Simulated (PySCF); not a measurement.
Molecule: `CCNC/C=N/C`, C5H12N2.

Geometry (Å), atoms numbered from 1 in this order:
```xyz
19

C    -3.258   -0.560    0.409
C    -2.176    0.179   -0.365
N    -0.878   -0.063    0.237
C     0.216    0.583   -0.466
C     1.499    0.340    0.258
N     2.560    0.071   -0.354
C     3.777   -0.138    0.365
H    -3.224   -0.272    1.456
H    -4.239   -0.320    0.007
H    -3.109   -1.636    0.341
H    -2.208   -0.120   -1.429
H    -2.360    1.257   -0.320
H    -0.707   -1.064    0.279
H     0.321    0.266   -1.517
H     0.017    1.662   -0.460
H     1.431    0.412    1.353
H     4.159   -1.126    0.109
H     4.506    0.599    0.024
H     3.662   -0.060    1.455
```

Frames of a GFN2-xTB Langevin trajectory at 200 K; GIAO PBE0/pcSseg-1 shieldings in PySCF 2.14, gas phase, non-relativistic; equivalent atoms averaged within each frame.

Chemical shifts δ = σref − σ; ¹³C (σ = 186.93 ppm), ¹H (σ = 31.72 ppm) against TMS; NH3 for ¹⁵N (σ = 267.73 ppm), all at this level. The references are static minima.

Question: How do the shifts (ppm) fluctuate along the trajectory?

Answer: 
| time (fs) | C5 | C4 | C7 | C2 | C1 | N6 | N3 | H16 | H17/H18/H19 | H14/H15 |
| --- | --- | --- | --- | --- | --- | --- | --- | --- | --- | --- |
| 250 | 173.3 | 61.8 | 55.9 | 40.6 | 18.9 | 386.5 | 55.8 | 8.78 | 4.26 | 3.51 |
| 425 | 174.1 | 63.5 | 45.0 | 55.8 | 17.7 | 389.8 | 72.4 | 8.01 | 3.71 | 3.92 |
| 625 | 181.4 | 61.4 | 51.9 | 47.8 | 24.0 | 392.6 | 69.0 | 8.01 | 3.60 | 3.83 |
| 800 | 177.1 | 61.5 | 55.5 | 48.9 | 17.9 | 387.4 | 64.3 | 8.97 | 3.94 | 4.23 |
| 1000 | 179.0 | 59.1 | 49.1 | 50.6 | 26.6 | 383.2 | 61.2 | 8.70 | 3.37 | 3.66 |
| mean of frames | 177.0 | 61.5 | 51.5 | 48.8 | 21.0 | 387.9 | 64.5 | 8.49 | 3.77 | 3.83 |
| standard deviation | 3.3 | 1.6 | 4.6 | 5.5 | 4.1 | 3.5 | 6.5 | 0.45 | 0.34 | 0.28 |

5 frames give an uncertainty of the mean of about the standard deviation over 2.2 at best, since frames this close in time may not be independent; classical motion lacks zero-point vibration, and the reference would need the same averaging.
